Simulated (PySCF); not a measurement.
Simulated characterisation data

Level of theory: geometry from GFN2-xTB, shielding tensors at PBE0/pcSseg-1 (GIAO), in PySCF (a single conformation, averaged over atoms made equivalent by symmetry, fast rotation or ring inversion, no solvent, non-relativistic).

Scale: 1H, 13C vs TMS (reference shieldings calculated alike). Splittings of carbon signals by F and P are missing where no couplings were computed. Where no couplings were computed, multiplicities follow the n + 1 count of equivalent neighbours, and m marks all less simple cases (inequivalent or close neighbours, rings, F or P nearby). Shifts are as computed. Against solution values, carbons near 30 ppm lie about +3 ppm off and those near 130 ppm about +5 ppm. Of 1211 compounds with measured shifts, 218 miss one by over three times the rms of a fit or turn the order of signals round; such compounds aren't used in these exercises. OH and NH positions are gas-phase values without hydrogen bonding to other molecules.

Compound 1 (C8H11F). 1H NMR (600 MHz, computed): δ 6.51 (m, 2H), 4.41 (m, 2H), 2.58 (m, 2H), 2.02 (m, 1H), 1.57 (m, 2H), 1.10 (m, 2H). 13C{1H} NMR (computed): δ 146.8 (CH), 86.8 (CH2), 63.8 (CH), 45.5 (CH), 24.2 (CH2). Structure: SMILES FC[C@H]1[C@@H]2C=C[C@H]1CC2.

Compound 2 (C3H12N2Si). 1H NMR (600 MHz, computed): δ 4.95 (sept, 1H), 2.66 (s, 3H), 2.49 (br s, 2H), 0.17 (d, 6H). 13C{1H} NMR (computed): δ 45.3, -1.7. Structure: SMILES C[SiH](N(C)N)C.
